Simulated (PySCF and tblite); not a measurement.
Values are calculated unless marked as measured or tabulated.
selenacyclopentane, C4H8Se, numbered as in [CH2:1]1[CH2:2][CH2:3][Se:4][CH2:5]1.

GFN2-xTB molecular dynamics (tblite; Langevin, friction 0.005 fs⁻¹, 1.5 fs steps, hydrogen mass 4 u): 400 + 8000 steps at each temperature, started from the lowest conformer, nuclei classical.

GIAO shieldings at PBE0/pcSseg-1 (PySCF) on 11 frames a temperature; like atoms are averaged, and of two unlike H on one atom a is the less shielded at the minimum.

**Question.** How far do thermal motions move the shieldings from their values at the minimum?

**Answer.** 
| signal | σ at minimum (ppm) | Δσ, 220 K | Δσ, 350 K | Δσ, 500 K |
| --- | --- | --- | --- | --- |
| C1/C2 | 150.7 | -0.1 ± 0.9 | 0.7 ± 0.9 | -1.6 ± 1.0 |
| C3/C5 | 151.6 | -1.4 ± 0.8 | -0.5 ± 1.1 | -2.6 ± 1.2 |
| Se4 | 1580.4 | -44.1 ± 15.7 | -37.2 ± 23.2 | -58.7 ± 34.8 |
| H1/H2 | 29.87 | -0.02 ± 0.06 | 0.06 ± 0.14 | -0.63 ± 0.12 |
| H3/H5 | 28.81 | -0.23 ± 0.07 | -0.08 ± 0.14 | -0.14 ± 0.15 |

Errors are standard errors over frames. Zero-point motion is missing, and a reference compound would move too.

**Question.** What do the single frames at 350 K give for Se4?

**Answer.** 
| t (fs) | V above the minimum, tight binding (kcal/mol) | E above it, DFT (kcal/mol) | torsions (°) | σ (ppm) |
| --- | --- | --- | --- | --- |
| 1144 | 11.1 | 10.5 | none | 1597.9 |
| 2236 | 9.9 | 11.6 | none | 1523.5 |
| 3327 | 12.7 | 13.3 | none | 1631.2 |
| 4418 | 9.6 | 9.6 | none | 1497.6 |
| 5510 | 12.8 | 13.9 | none | 1473.6 |
| 6600 | 13.0 | 15.5 | none | 1392.8 |
| 7690 | 12.0 | 12.9 | none | 1505.0 |
| 8782 | 10.2 | 10.9 | none | 1651.5 |
| 9873 | 10.5 | 10.8 | none | 1581.5 |
| 10964 | 7.6 | 8.8 | none | 1601.3 |
| 12056 | 13.8 | 14.8 | none | 1518.7 |

Spin–orbit effects of the heavy atoms on shieldings are missing. Changes within two standard errors are not significant.

The study took 16 min on 1 thread of Arm Neoverse N1, shared host (rough), peak memory 0.82 GiB, launched as `OMP_NUM_THREADS=1 python ens_run.py task.json out`.
